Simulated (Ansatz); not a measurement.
`C=CCCCl` and `C=C[CH2][AlH][Cl]` differ in one atom or group.

Ansatz, PBE0-D4/def2-TZVP geometries, multiplicity 1. Each molecule was computed in one conformer, which needn't be the lowest.

| property | `C=CCCCl` |
| --- | --- |
| size of the dipole moment (B3LYP/def2-TZVPP) / D | 1.84 |
| size of the dipole moment (ωB97M-V/def2-TZVPP) / D | 1.85 |
| zero-point energy (PBE0-D4/def2-TZVP) / kJ/mol | 263.4 |
| LUMO energy (PBE/def2-TZVPP) / eV | -0.92 |
| ideal-gas entropy at 298 K and 1 bar (rigid rotor, harmonic PBE0-D4/def2-TZVP) / J/(mol·K) | 328 |
| HOMO–LUMO gap (B3LYP/def2-TZVPP) / eV | 7.28 |

Question: What does the change do to each property? (An estimate is asked.)

Answer: The calculation gave: 
| property | `C=C[CH2][AlH][Cl]` | shift |
| --- | --- | --- |
| size of the dipole moment (B3LYP/def2-TZVPP) / D | 2.60 | 0.76 |
| size of the dipole moment (ωB97M-V/def2-TZVPP) / D | 2.63 | 0.78 |
| zero-point energy (PBE0-D4/def2-TZVP) / kJ/mol | 206.0 | -57.4 |
| LUMO energy (PBE/def2-TZVPP) / eV | -2.00 | -1.08 |
| ideal-gas entropy at 298 K and 1 bar (rigid rotor, harmonic PBE0-D4/def2-TZVP) / J/(mol·K) | 344 | 16 |
| HOMO–LUMO gap (B3LYP/def2-TZVPP) / eV | 5.65 | -1.63 |

With PBE0 the HOMO rises by 0.50 eV and the LUMO falls by 1.19 eV, so the gap narrows by about 1.69 eV. PBE moves the HOMO by 0.42 eV and ωB97M-V by 0.68 eV. The zero-point energy changes by -57.4 kJ/mol with -3 modes. Dipoles are sizes alone; their direction can turn.

B3LYP here is the variant with VWN-RPA as its local correlation; programs differ in this.
